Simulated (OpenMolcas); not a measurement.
How basis sets differ on SiH2Br2 (dibromosilane)

The species is SiH2Br2 (5 atoms), meant as a singlet with charge 0. As SMILES, `Br[SiH2]Br`. The coordinates come from a PBE0-D4/def2-TZVP relaxation.

```xyz
5

Br   -1.6727   -1.2393    0.3623
Si    0.1582   -0.0463    0.0547
Br   -0.2956    1.8142   -1.0420
H     1.1034   -0.8432   -0.7517
H     0.7066    0.3146    1.3767
```

Quantity: the dipole moment, in D. The values are calculated.

| level | kind | program | value (D) | CPU time |
| --- | --- | --- | --- | --- |
| B97-2/def2-SV(P) | global hybrid | OpenMolcas | 1.18 | 32 s |
| B97-2/def2-SVP | global hybrid | OpenMolcas | 1.20 | 36 s |
| B97-2/def2-TZVP | global hybrid | OpenMolcas | 1.07 | 2.2 min |
| B97-2/def2-TZVPP (RICD fitting) | global hybrid | OpenMolcas | 1.08 | 95 s |

All-electron rows without a relativistic Hamiltonian named are non-relativistic. The values span 1.07 to 1.20 D. Times are those of the runs behind each value, whatever else they computed, on shared processors of several kinds: orders of magnitude only.
